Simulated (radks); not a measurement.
Task: All-electron atom: Bi+ in [Xe] 4f14 5d10 6p4 (not the ground configuration). Method: Dirac Kohn-Sham, PBEsol, spin-unpolarised, spherical densities, point nucleus; open shells fill j = l - 1/2 first; computed with a radial shooting solver on a logarithmic mesh with Libxc functionals. Some entries of the table are withheld. Estimate them.

orbital,occ.,eigenvalue (hartree),<r> (bohr)
1s1/2,2,-3325.921,0.01579
2s1/2,2,-597.3734,0.06577
2p1/2,2,-573.9253,0.05389
2p3/2,4,-488.7051,0.06294
3s1/2,2,-144.4793,0.1710
3p1/2,2,(1),(2)
3p3/2,4,(3),(4)
3d3/2,4,(5),(6)
3d5/2,6,(7),(8)
4s1/2,2,-33.45984,0.3770
4p1/2,2,-28.86251,0.3778
4p3/2,4,-24.15681,0.4126
4d3/2,4,-16.68648,0.4162
4d5/2,6,-15.80837,0.4273
5s1/2,2,-6.18784,0.8312
4f5/2,6,-6.11053,0.4381
4f7/2,8,-5.90873,0.4442
5p1/2,2,(9),0.8846
5p3/2,4,(10),0.9739
5d3/2,4,-1.45590,1.200
5d5/2,6,-1.34372,1.242
6p1/2,2,-0.53668,2.494
6p3/2,2,-0.44339,2.791

Result: 
(1) 3p1/2 eigenvalue (hartree): -133.8971
(2) 3p1/2 <r> (bohr): 0.1616
(3) 3p3/2 eigenvalue (hartree): -114.8176
(4) 3p3/2 <r> (bohr): 0.1780
(5) 3d3/2 eigenvalue (hartree): -97.49880
(6) 3d3/2 <r> (bohr): 0.1545
(7) 3d5/2 eigenvalue (hartree): -93.45377
(8) 3d5/2 <r> (bohr): 0.1595
(9) 5p1/2 eigenvalue (hartree): -4.59263
(10) 5p3/2 eigenvalue (hartree): -3.68240
